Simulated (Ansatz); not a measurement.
**Isomers**

Structures of Al2H2ClF, singlet, relaxed at PBE0-D4/def2-TZVP (vibrations not checked; lower isomers may exist, and structures with a doubtful reference or unclear bonds are left out). Computed with Ansatz 0.2.0 (basis: def2-TZVPP); correlated methods freeze the cores. B3LYP uses VWN-RPA correlation.

Problem. Rank them by CCSD(T) energy, lowest first, and give each one's height above the lowest. Links in brackets join atoms within 1.22 times the sum of their covalent radii (1.1 for two metals). (Judge from chemistry; the value comes from the calculation.)
A.
Al₂H₂ClF ([F][Al]([AlH2])[Cl])
```
6
angstrom
F -2.2149 -1.0431 0.7246
Al -0.8102 -0.9047 -0.1305
Al 0.8145 1.0532 0.2401
Cl -0.4442 -2.4266 -1.5319
H 0.6732 2.3851 -0.6119
H 1.9816 0.9362 1.3096
```
B.
Al₂H₂ClF ([F][Al]1[AlH2][Cl]1)
```
6
angstrom
F -2.1814 -1.4968 0.6154
Al -0.8757 -0.5403 0.3168
Al 0.9838 1.1672 0.3697
Cl -0.6059 1.0033 2.1118
H 0.7253 2.4850 -0.4607
H 2.3826 0.6389 0.8768
```
C.
Al₂H₂ClF ([F][AlH][AlH][Cl])
```
6
angstrom
F 0.4648 0.4036 -2.4394
Al 0.9547 -0.0567 -0.9249
Al -0.8118 0.2509 0.9365
Cl -1.7154 -1.5334 1.6159
H 2.4259 -0.6410 -0.8300
H -1.3182 1.5765 1.6418
```

Solution. By the calculation: A (0.0 kJ/mol), C (5.7 kJ/mol), B (24.4 kJ/mol). Heights count from the lowest.

Problem. Do PBE-D4, r2SCAN-D4, PBE0-D4, B3LYP-D4, wB97M-V, HF, MP2 give the same order? (Judge from chemistry; the calculation decides.)

Solution. The calculation gives: All do.

The T1 diagnostic stays at or below 0.013.

For scale, one of the runs: CCSD(T)/def2-TZVPP, 185 basis functions, launched by `ansatz run in.yaml --threads 2 --pin off --events-out ev --progress --plain --max-ram 4352MiB`. Hardware: 2 CPU threads of an Arm Neoverse V2, shared host. Wall time 43 s; peak host memory 1.6 GiB.
